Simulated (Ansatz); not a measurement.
C2H4BN. The species carries charge 0 and has multiplicity 1. The bonds changed during the relaxation, so this is another structure than the one it started from. The structure was optimised at the PBE0-D4/def2-TZVP level. It is one conformer, not always the lowest.

```xyz
8

N     1.054   -1.333    1.246
C     0.268   -0.814    0.547
B    -0.764   -0.090   -0.267
C    -0.335    1.239   -0.646
H     1.876   -1.907    1.253
H    -1.776   -0.669   -0.528
H    -0.941    1.903   -1.257
H     0.617    1.670   -0.348
```

What is the dipole moment at PBE/def2-TZVPP? (Best estimate.)

The calculation gave: 3.59 D, with components (2.85, -1.86, 1.15) D in this frame, pointing from negative to positive charge.

And with r2SCAN, B3LYP, ωB97M-V? (Estimate.)

Ansatz gave: r2SCAN 3.64 D, B3LYP 3.70 D, ωB97M-V 4.08 D.

Give the Mulliken charges with PBE, B3LYP, ωB97M-V in def2-TZVPP. (Estimate.)

The calculation gave: 
| atom | PBE | B3LYP | ωB97M-V |
| --- | --- | --- | --- |
| N1 | -0.08 | -0.10 | -0.09 |
| C2 | 0.08 | 0.12 | 0.18 |
| B3 | -0.20 | -0.21 | -0.27 |
| C4 | -0.21 | -0.24 | -0.28 |
| H5 | 0.24 | 0.23 | 0.21 |
| H6 | -0.01 | 0.00 | 0.05 |
| H7 | 0.10 | 0.11 | 0.11 |
| H8 | 0.09 | 0.09 | 0.10 |

B3LYP here is the variant with VWN-RPA as its local correlation; programs differ in this.
